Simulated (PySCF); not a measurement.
## Vertical excitation energies

C₃H₁₃PSi₂.
SMILES with atom numbers: `[CH3:1][CH2:2][CH2:3][Si@@H:4]([SiH3:5])[PH2:6]` (hydrogens: H7, H8, H9 on C1; H10, H11 on C2; H12, H13 on C3; H14 on Si4; H15, H16, H17 on Si5; H18, H19 on P6)

Level of theory: PySCF, TDDFT CAM-B3LYP/def2-SVPD, vertical, gas phase, core orbitals frozen in the response. Isolated species at its GFN2-xTB geometry (one conformer only). Torsions of this conformer, `[CH3:1][CH2:2][CH2:3][Si@@H:4]([SiH3:5])[PH2:6]`: C1–C2–C3–Si4 -65°, C2–C3–Si4–Si5 -156°, H–P6–Si4–C3 -166°, H–P6–Si4–C3 -74°.

Predict the UV-vis stick spectrum at this level.

```
state  E (eV)  ν̃ (cm⁻¹)       f  main configurations (H = HOMO, L = LUMO)
   S1    6.37      51410   0.199                                 H→L (76%)
   S2    6.55      52820  0.0062      H→L+1 (58%), H→L+6 (12%), H→L+3 (8%)
   S3    6.65      53660   0.128       H→L+4 (29%), H→L+1 (21%), H→L (15%)
   S4    6.89      55550   0.012     H→L+3 (50%), H→L+2 (23%), H→L+4 (12%)
   S5    7.29      58820   0.069                               H-1→L (69%)
   S6    7.35      59270   0.218      H→L+2 (55%), H→L+4 (11%), H→L+3 (9%)
   S7    7.57      61080   0.026               H-1→L+1 (70%), H-1→L+3 (8%)
   S8    7.70      62100  0.0027                  H→L+5 (44%), H-2→L (13%)
```

Triplets, Tamm–Dancoff:

```csv
state,E (eV),λ (nm),"main configurations (H = HOMO, L = LUMO)"
T1,5.39,230.1,H→L (75%)
T2,5.78,214.4,"H→L+4 (43%), H→L+6 (15%)"
T3,6.09,203.7,"H→L+1 (57%), H→L+6 (10%), H→L (9%)"
```

The lowest singlet lies at 6.37 eV (195 nm, vacuum ultraviolet) and is strong; its leading configuration is HOMO→LUMO (76%). The most intense listed level is S6 at 7.35 eV (169 nm, f = 0.218), 0.97 eV above S1. Löwdin shares by element: HOMO phosphorus 53%, silicon 27%, hydrogen 5% or more; LUMO silicon 43%, phosphorus 26%, hydrogen 9% or more (atoms not listed hold the other 23%). Weighted by f, the mean energy of these states is 6.91 eV. The oscillator strengths of these states sum to 0.662; summed over the whole spectrum of an exact calculation they would give the number of electrons, 74 (Thomas–Reiche–Kuhn). The listed states span 1.32 eV, and the widest gap between neighbours is 0.41 eV (S4 to S5). The window holds the lowest 8 singlets.
